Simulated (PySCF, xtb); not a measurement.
BFHO, SMILES B(F)=[OH+], charge +1.

GFN2-xTB (xtb) at its own geometry gives an orbital gap of 9.26 eV.

Geometry: B3LYP-D3(BJ)/def2-TZVP. The geometry has at least one imaginary mode, so it is a saddle point at that level. The isomer is the one that the SMILES or the coordinates give; other isomers of the formula were not compared.

Task: What does PBE/def2-TZVPD (PySCF) give? (The exact figures need the calculation; the answer reports its results.)

Result: gap 9.77 eV (levels -17.90 and -8.13 eV).
